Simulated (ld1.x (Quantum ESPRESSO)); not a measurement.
# As: one change to an RRKJ potential, before and after

arsenic (As), norm-conserving RRKJ (Kleinman–Bylander form), made with ld1.x (Quantum ESPRESSO) 7.5 (PBE, scalar-relativistic). Core [Ar] 3d10, reference 4s1.5 4p3.5. Waves: 4p (bound): rc 1.50 bohr; 4s (bound): rc 1.25 bohr. Local part: the s channel. Core correction: Bessel-smoothed model core inside 0.65 bohr.

All-electron outer shells of the reference configuration (PBE, scalar-relativistic, ld1.x):

```
shell  level (eV)  outermost node (bohr)  outermost maximum (bohr)
   3p     -134.54                   0.22                      0.52
   3d      -41.48                      –                      0.47
   4s      -14.94                   0.73                      1.61
   4p       -5.52                   0.78                      1.97
```

Change: all radii but the core radius scaled by about 1.16 (s 1.46, p 1.74 bohr).

Cutoffs: the cutoffs (Ry, on a coarse ladder) from which the occupation-weighted sum of valence levels, in a spherical-Bessel basis at the reference potential, stays within 10 and 1 mRy of its value at 400 Ry; they do not see the model core or the augmentation charge, which bear on the density cutoff. Errors are all-electron minus pseudo energies relative to the spin-unpolarised reference configuration.

Question: What does the change do?

Answer: The potential gets softer (50 Ry and 110 Ry → 35 Ry and 50 Ry); the bound ghost in p disappears; of the 7 tests that both files solve, the error grows in 1 and shrinks in 1 by more than 15 % and 0.3 meV (median size 3.3 → 3.3 meV). A larger radius leaves more room for a smooth pseudo-wave, so fewer plane waves are needed.

| quantity | base | changed |
| --- | --- | --- |
| cutoff, loose | 50 Ry | 35 Ry |
| cutoff, tight | 110 Ry | 50 Ry |
| loose cutoff by channel (10 mRy a level) | p 15 Ry, s 40 Ry | p 21 Ry, s 18 Ry |
| bound ghosts | p | none |
| error for 4s2 4p3, meV [ΔE -4.68 eV] | -2.2 | -2.4 |
| error for 4s2 4p2, meV [ΔE 4.47 eV] | -3.6 | -3.8 |
| error for 4s2 4p1, meV [ΔE 22.39 eV] | -19 | -17 |
| error for 4s2 4p3.3, meV [ΔE -5.91 eV] | -2.7 | -2.4 |
| error for 4s1 4p4, meV [ΔE 4.74 eV] | -3.3 | -3.3 |
| error for 4s1 4p3, meV [ΔE 14.58 eV] | -14 | -11 |
| error for 4s2 4p2.5, meV [ΔE -1.12 eV] | -2.0 | -2.5 |

 A true bound ghost makes a file unfit for plane-wave use even where its test errors are small: the radial tests pick states by their node count and pass the ghost by.
